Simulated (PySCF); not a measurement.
BH₅OSn, SMILES B[O][SnH3]. Atoms are numbered in the order given.

```xyz
8

O      0.5325    -1.4166     0.0000
Sn    -0.0249     0.5362     0.0000
H      0.6749     1.1723     1.4271
H      0.6749     1.1723    -1.4271
H     -1.7391     0.5613     0.0000
B     -0.2747    -2.4851     0.0000
H     -1.4900    -2.3687     0.0000
H      0.2363    -3.5868     0.0000
```

Coordinates come from a B3LYP-D3(BJ)/def2-SVP optimisation. The def2 effective core potentials stand for the cores of Sn; spin–orbit coupling is left out.

All values below come from PySCF with HF/def2-TZVPD.

Mulliken values depend strongly on the basis, most of all with diffuse functions as here. ESP charges are fitted to the potential on shells at 1.4 to 2.0 van der Waals radii. Atomic charges (e):

```tsv
atom	Mulliken	ESP fit
O1	-0.77	-0.54
Sn2	0.56	0.69
H3	-0.02	-0.11
H4	-0.02	-0.11
H5	-0.02	-0.11
B6	0.31	0.53
H7	-0.04	-0.18
H8	-0.01	-0.18
```
